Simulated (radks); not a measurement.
The nuclear charge of neutral holmium is varied continuously with 67 electrons held in [Xe] 4f11 6s2. Method: scalar-relativistic Kohn-Sham, PBE, spin-polarised, spherical densities, finite nucleus; open shells are filled with parallel spins first (spin-orbit coupling, left out, can overturn this in heavy ions); Fermi nuclear charge, rms radius 5.2022 fm; computed with a radial shooting solver on a logarithmic mesh with Libxc functionals. By the Hellmann-Feynman theorem dE/dZ = E(electron-nucleus)/Z, the electronic potential at the nucleus (averaged over a nucleus of fixed radius). The scalar-relativistic energy here is not variational (the density holds large components alone), so the two differ by a part that grows with Z.

Z      E (hartree)  E(electron-nucleus)/Z (hartree)  HOMO  e(HOMO) (eV)  <r> HOMO (bohr)
67     -12615.2228                         -461.399    4f        -1.930           0.8807
67.25  -12731.6241                         -463.970    4f        -5.249           0.8477
67.5   -12848.6776                         -466.537    6s        -6.952            3.689
67.75  -12966.3829                         -469.103    6s        -8.736            3.531
68     -13084.7399                         -471.668    6s       -10.626            3.394

 No converged solution with all levels bound was reached at Z = 66.75.
